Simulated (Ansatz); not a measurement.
Consider the redistribution: `[GaH2][Br]` + `CN[SiH3]` → `C[NH][GaH2]` + `[SiH3]Br`.

Calculated with Ansatz (gas phase, PBE0-D4/def2-TZVP geometries, no zero-point term in ΔE). CCSD(T)/CBS is the MP2 limit (def2-TZVPP, def2-QZVPP) plus CCSD(T) − MP2 in def2-TZVPP, frozen cores. DFT in def2-TZVPP. B3LYP here is the variant with VWN-RPA as its local correlation; programs differ in this. For Br, Ga outer-core shells are correlated without core-valence functions, which leaves a few kJ/mol of doubt a bond. Scalar relativity is left out up to krypton.

```
             level  ΔE (kJ/mol)
         r2SCAN-D4         37.4
        r2SCAN0-D4         42.8
      CAM-B3LYP-D4         41.7
             B3LYP         41.6
           r2SCANh         39.6
           r2SCAN0         42.8
             BHLYP         49.2
RPA@PBE/def2-TZVPP         33.6
```

(1) What does CCSD(T)/CBS give? (An estimate is asked.)

Largest T1 diagnostic among the species: 0.015.

## Answers

(1) The calculation gave: +32.9 kJ/mol. The listed levels differ from it by 4.5, 9.9, 8.8, 8.7, 6.7, 9.9, 16.3, 0.7 kJ/mol.

In def2-TZVPP, CCSD(T) changes the Hartree–Fock value by −23.3 kJ/mol (the triples alone add −3.2 kJ/mol) and MP2 by −24.8 kJ/mol. Leaving LDA and LC-ωPBE aside and taking each functional with its dispersion term where it has one, the values, not all of them listed here, spread over 15.9 kJ/mol, from PBE-D4 to BHLYP-D4. LDA lies −3.6 kJ/mol from PBE without D4. From PBE to PBE0 (25 % exact exchange), in def2-TZVPP and without D4, ΔE moves by +6.9 kJ/mol.
